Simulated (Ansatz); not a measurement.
`[CH3][AlH][OH]` + fluoromethane → `[CH3][AlH][CH2]F` + H₂O at 400 K and 1 bar (formal exchange of groups at the Al–O bond).

Isolated molecules relaxed with PBE0-D4/def2-TZVP in Ansatz; ΔE leaves out vibrations. CBS: MP2 limit from def2 TZ/QZ plus the TZ coupled-cluster correction, frozen cores. This one scheme is used for every species. One conformer a species, not always the lowest.

```tsv
species	CCSD(T)/CBS energy (Eh)	H − E (kJ/mol)	S (J/(mol·K))
`[CH3][AlH][OH]`	-358.31021	173.0	332.2
`CF`	-139.63461	117.5	234.3
`[CH3][AlH][CH2]F`	-421.50169	217.4	378.2
H₂O	-76.37941	69.8	198.6
```

H − E and S are ideal-gas, rigid-rotor, harmonic terms from PBE0-D4/def2-TZVP, for one conformer and one mirror image of each species. 1 Eh = 2625.50 kJ/mol, R = 8.31446 J/(mol·K).

By hand: ΔE, ΔH, ΔS and ΔG.

ΔE = (-421.50169) + (-76.37941) − (-358.31021) − (-139.63461) = 0.06372 Eh = 167.3 kJ/mol. Δ(H − E) = 217.4 + 69.8 − 173.0 − 117.5 = -3.3, so ΔH = 164.0 kJ/mol. ΔS = 378.2 + 198.6 − 332.2 − 234.3 = 10.3 J/(mol·K). ΔG = 164.0 − 400 × (10.3)/1000 = 159.9 kJ/mol.

By hand: the equilibrium constant, and the temperature at which ΔG would vanish if ΔH and ΔS stayed fixed.

log₁₀ K = −ΔG/(RT ln 10) = -20.9. ΔG = 0 at ΔH/ΔS = 15922 K, far beyond where these terms or the molecules hold.

The number of gas molecules stays the same, so ΔS is small and ΔH decides. A doubt of 5 kJ/mol in ΔE shifts log₁₀ K by 0.7 here. Other conformers and mirror images would add mixing entropy, several J/(mol·K) or more a flexible species. Modes under 60 cm⁻¹, often nearly free rotors, make the harmonic entropy too high. These are equilibria of isolated gas molecules and say nothing of rates. Largest T1 diagnostic: 0.011 (customary marks: 0.02 for closed shells, 0.045 for open ones).
